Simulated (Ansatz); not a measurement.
Input file for Ansatz (a first-principles code): U-B3LYP/def2-TZVPP on C2H4N (SMILES [CH2]N=C), 2S+1 = 2, atoms moved off the minimum.

Ansatz 0.2 input:
```yaml
crystal:
  periodic: [false, false, false]
  atoms:
    - {symbol: C, position_ang: [1.13316806, -0.26727373, -0.15553084]}
    - {symbol: N, position_ang: [-0.08477960, 0.55474985, -0.12671989]}
    - {symbol: C, position_ang: [-1.19614436, -0.12232624, 0.20964996]}
    - {symbol: H, position_ang: [1.07011460, -1.38083180, 0.08407344]}
    - {symbol: H, position_ang: [2.07715295, 0.27454637, -0.56327171]}
    - {symbol: H, position_ang: [-2.08525737, 0.56647862, 0.33419572]}
    - {symbol: H, position_ang: [-1.20335043, -1.21186169, 0.49962420]}
basis:
  gaussian:
    orbitals: def2-TZVPP
hamiltonian:
  xc: {name: B3LYP}
magnetization: {spin_polarized: true, initial_magnetization: 1}
output: {forces: true}
```

It printed:

```
WARN ansatz: RAYON_NUM_THREADS=1 ignored (pool sized by the plan → 1); use --threads N
Functional definition: B3LYP
integrals: 0.04 GiB planned
751 factors; their error is unknown
mean field: 0.57 GiB planned
mean field evaluation 1: about -3623.2129 eV, gradient 3.1e1 eV
mean field evaluation 2: about -3618.4740 eV, gradient 4.4e1 eV
mean field evaluation 4: about -3627.9376 eV, gradient 2.5e0 eV
mean field evaluation 8: about -3627.9717 eV, gradient 1.7e-1 eV
mean field evaluation 16: about -3627.9652 eV, gradient 8.8e-4 eV
mean field -3627.96518318 eV, -133.3252613586 hartree, gradient 1.2e-5 eV, S^2 0.785137; 0 other end points of the search recorded, 0 dependent functions left out
the calculation of the forces begins
reference -3627.96541023 eV, -133.3252697026 hartree; 12, 11 occupied and 137, 138 virtual orbitals, 751 factors
Total energy: -3627.96541023 eV, -133.3252697026 hartree
Atom 0 at     1.133168    -0.267274    -0.155531 Å, force    -1.662641     2.012933    -0.627034 eV/Å
Atom 1 at    -0.084780     0.554750    -0.126720 Å, force     1.513277    -3.929771     0.497621 eV/Å
Atom 2 at    -1.196144    -0.122326     0.209650 Å, force     1.039452     1.893902     0.122728 eV/Å
Atom 3 at     1.070115    -1.380832     0.084073 Å, force     0.300659     1.585164    -0.349863 eV/Å
Atom 4 at     2.077153     0.274546    -0.563272 Å, force    -1.810482    -1.303047     0.931999 eV/Å
Atom 5 at    -2.085257     0.566479     0.334196 Å, force     0.770645    -1.376106    -0.178605 eV/Å
Atom 6 at    -1.203350    -1.211862     0.499624 Å, force    -0.150912     1.116925    -0.396846 eV/Å
Dipole moment:    -0.025737    -0.338024     0.079953 e Å
```

The calculation finished and met its thresholds.

Cost: roughly 2.4 core-seconds.
